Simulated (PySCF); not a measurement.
Radial density of K⁺ (potassium, charge +1)

UHF, [Ar], closed-shell 1S. All numbers are calculated (PySCF 2.14, scalar relativity by spin-free X2C-1e, in Sapporo-DKH3-DZP-2012 (6s5p1d, 26 functions)).

```tsv
r (bohr)	4πr²ρ (e/bohr)
0.00113	0.09215
0.00190	0.2365
0.00319	0.6056
0.00536	1.511
0.00902	3.574
0.0152	7.777
0.0255	14.57
0.0429	21.17
0.0722	20.97
0.121	15.87
0.204	20.26
0.344	20.46
0.578	6.844
0.972	6.449
1.64	4.266
2.75	0.4743
4.63	0.005032
```

Densities and radii are taken from the X2C orbitals without a picture-change correction, which distorts them close to the nucleus.
